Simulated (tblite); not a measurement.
Species: C2H7BrSi3.
Atom-mapped SMILES: `[CH:1]#[C:2][Si@@H:3]([SiH3:4])[SiH2:5][Br:6]` (hydrogens: H7 on C1; H8 on Si3; H9, H10, H11 on Si4; H12, H13 on Si5)

Structure used (GFN2-xTB), in Å, numbered top down from 1:
```xyz
13
C2H7BrSi3 angstrom
C     -0.385    1.372   -2.674
C     -0.400    1.017   -1.525
Si    -0.440    0.428    0.232
Si    -1.381   -1.693    0.415
Si     1.791    0.639    0.861
Br     2.008   -0.264    2.909
H     -0.370    1.695   -3.676
H     -1.208    1.479    0.934
H     -0.320   -2.701    0.484
H     -2.224   -1.997   -0.742
H     -2.198   -1.797    1.623
H      2.754   -0.144    0.088
H      2.369    1.966    1.054
```

Computed values, GFN2-xTB/tblite, gas phase, harmonic and unscaled. Against measured fundamentals such values can be off by several per cent, at times by over 20. Modes of hydrogen on silicon can be 10 to 20 % off. One conformer, not necessarily the lowest. The optimisation stopped once no atom felt more than 0.01 eV/Å.

Lowest wavenumbers of the output (negative numbers stand for imaginary wavenumbers):
```
mode    cm-1
  1     -22.3
  2      16.9
  3      48.9
  4      73.6
  5     104.7
  6     117.5
  7     235.3
  8     252.4
  9     337.8
 10     361.1
 11     409.2
 12     425.6
 13     452.5
 14     497.0
 15     579.7
```

Q: Is this structure a minimum?

A: Not by this Hessian. 1 mode is imaginary beyond 20i (22i cm⁻¹), so at this level the point lies at or near a first-order saddle. The curvature is small, so loose convergence or finite differences may be the whole cause.

Q: Which atoms move in the imaginary mode?

A: 22i: H11 (Si–H hydrogen) 35 %, H9 (Si–H hydrogen) 32 %, H10 (Si–H hydrogen) 32 %. These are shares of the mass-weighted motion.

Q: What is the remedy?

A: Step along that mode in both directions, optimise again with tighter thresholds and repeat the frequencies. The zero-point energy of this point (42.9 kcal/mol) counts the 32 real modes alone, and thermal corrections from it aren't those of a minimum.

The run took 0.57 s on one thread of an Arm Neoverse V1, shared host with 32 logical CPUs at a one-minute load of 8.5. This covers the Hessian and the dipole derivatives.
